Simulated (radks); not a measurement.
The numbers below are computed, except where a source is named.
The sulfur anion S-, [Ne] 3s2 3p5, held by a Watson sphere: a shell of charge +1.17 at radius R that stands for the Madelung well of a crystal (potential energy -1.17/R inside, -1.17/r outside, in hartree with lengths in bohr). Level of theory: scalar-relativistic Kohn-Sham, PBE, spin-unpolarised, spherical densities, point nucleus (a radial shooting solver on a logarithmic mesh with Libxc functionals). Response by self-consistent Sternheimer equations with the Hartree and adiabatic LDA kernel, the relativistic mass of each level held fixed and spin-orbit coupling left out. The sphere does not respond.

R (bohr)  e(2p) (eV)  e(3s) (eV)  e(3p) (eV)  <r> 3p (bohr)  sum of <r^2> (bohr^2)  X-ray form factor at sin(theta)/lambda = 0.1 1/angstrom  alpha (bohr^3)
2.48         -156.08     -18.584      -8.662          2.116                  35.80                                                   14.796           24.39
2.77         -155.85     -18.017      -8.187          2.156                  37.04                                                   14.742           27.18
2.85         -155.77     -17.869      -8.057          2.166                  37.36                                                   14.728           27.98
3.28         -155.34     -17.126      -7.379          2.214                  38.90                                                   14.667           32.49
3.33         -155.29     -17.046      -7.304          2.218                  39.06                                                   14.661           33.03
3.48         -155.13     -16.812      -7.081          2.232                  39.52                                                   14.644           34.66
3.64         -154.96     -16.574      -6.851          2.245                  39.98                                                   14.628           36.42
4.24         -154.32     -15.776      -6.065          2.285                  41.44                                                   14.582           43.04
4.52         -154.04     -15.449      -5.738          2.300                  42.00                                                   14.567           46.08
